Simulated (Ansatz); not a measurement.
FH$_{5}$OSSi$_{2}$ (`O[SiH2]S[SiH2]F`). Charge 0, multiplicity 1. The geometry is a stationary point of PBE0-D4/def2-TZVP. It is one conformer, not always the lowest.

```xyz
10

O    -1.913   -0.511    0.928
Si   -1.077   -0.825   -0.447
S    -0.037    0.892   -1.200
Si    1.596    0.864    0.150
F     2.766   -0.075   -0.397
H    -2.555    0.201    0.913
H    -0.123   -1.892   -0.084
H    -1.970   -1.222   -1.562
H     2.130    2.240    0.235
H     1.183    0.328    1.465
```

Q: What is the dipole moment at B3LYP/def2-TZVPP? (An estimate is asked.)

A: Computed: 2.02 D, with components (-1.72, 0.92, 0.55) D in this frame, pointing from negative to positive charge.

Q: And with PBE, r2SCAN, ωB97M-V? (An estimate is asked.)

A: Computed: PBE 1.98 D, r2SCAN 2.01 D, ωB97M-V 2.02 D.

Q: Give the Mulliken charges with B3LYP, r2SCAN, ωB97M-V in def2-TZVPP. (Best estimate.)

A: The calculation gave: 
```csv
atom,B3LYP,r2SCAN,ωB97M-V
O1,-0.38,-0.40,-0.36
Si2,0.51,0.53,0.39
S3,-0.33,-0.34,-0.29
Si4,0.59,0.60,0.48
F5,-0.32,-0.32,-0.30
H6,0.19,0.20,0.18
H7,-0.05,-0.06,-0.01
H8,-0.07,-0.09,-0.03
H9,-0.07,-0.08,-0.03
H10,-0.06,-0.07,-0.02
```

B3LYP here is the variant with VWN-RPA as its local correlation; programs differ in this.
